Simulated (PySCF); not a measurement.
## MBi for M along the halogens

HF with triple-zeta basis sets in PySCF, for the lowest determinant that a PBE0 search found; no spin–orbit coupling. De refers to high-spin ground-configuration atoms. A positive dipole means M(−)Bi(+).

```csv
M,basis,reference,state (unpaired electrons),Re (Å),ωe (cm⁻¹),De (eV),μ (D)
F,x2c-TZVPPall,UHF,triplet (π ↑↑),2.004,580,1.76,3.60
Cl,x2c-TZVPPall,UHF,triplet (π ↑↑),2.454,334,1.57,3.60
Br,def2-TZVPP,UHF,triplet (π ↑↑),2.612,221,1.34,3.57
```

The shortest bond is that of BiF (2.004 Å), the longest that of BiBr (2.612 Å).

The rows differ in basis set, which adds steps of its own.

Down a group the atoms grow and get heavier, so bonds lengthen and wavenumbers fall; this series shows no clear exception.

Spin–orbit coupling is left out, which matters for elements this heavy, above all for dissociation energies. Hartree–Fock leaves out correlation, which carries a large part of most bond energies and some tenths to 1 eV of ionisation energies. States were picked by a PBE0 search and need not be the measured ground states.
